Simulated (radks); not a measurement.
All-electron atom: Hf in [Kr] 4d10 4f14 5s2 5p5 5d2 6s2 5f1 (not the ground configuration).

Method: scalar-relativistic Kohn-Sham, PBEsol, spin-unpolarised, spherical densities, finite nucleus; Fermi nuclear charge, rms radius 5.347 fm; computed with a radial shooting solver on a logarithmic mesh with Libxc functionals.

Energy parts (hartree):
total: -15070.1330
kinetic: 16505.3113
electron-nucleus: -37150.9592
Hartree: 5878.0814
exchange-correlation: -302.5664

Orbitals (lengths in bohr, moments of r in powers of bohr; r(max) is where P^2 peaks):
| orbital | occ. | eigenvalue (hartree) | <r^2> | <r> | r(max) |
|---|---|---|---|---|---|
| 1s | 2 | -2397.971 | 0.0004954 | 0.01900 | 0.01191 |
| 2s | 2 | -410.4687 | 0.007646 | 0.08040 | 0.06809 |
| 2p | 6 | -360.5991 | 0.006286 | 0.07173 | 0.05568 |
| 3s | 2 | -93.82087 | 0.04981 | 0.2088 | 0.1922 |
| 3p | 6 | -78.91602 | 0.05043 | 0.2086 | 0.1898 |
| 3d | 10 | -61.24154 | 0.04188 | 0.1890 | 0.1546 |
| 4s | 2 | -19.20662 | 0.2478 | 0.4685 | 0.4375 |
| 4p | 6 | -14.31541 | 0.2821 | 0.4979 | 0.4583 |
| 4d | 10 | -7.98811 | 0.3326 | 0.5353 | 0.4711 |
| 4f | 14 | -1.01338 | 0.5778 | 0.6706 | 0.4544 |
| 5s | 2 | -2.83880 | 1.426 | 1.126 | 1.012 |
| 5p | 5 | -1.66400 | 1.976 | 1.320 | 1.151 |
| 5d | 2 | -0.37532 | 5.065 | 2.067 | 1.586 |
| 5f | 1 | -0.01560 | 321.3 | 17.15 | 16.52 |
| 6s | 2 | -0.39049 | 10.34 | 3.033 | 2.672 |
| 6p | 0 | -0.19803 | 17.62 | 3.941 | 3.392 |
| 7s | 0 | -0.07326 | 80.55 | 8.437 | 7.173 |

The highest occupied level is 5f at -0.424 eV. The configuration is held as typed, so some empty levels lie below it. The density falls to 0.001 e/bohr^3 at r = 4.55 bohr.
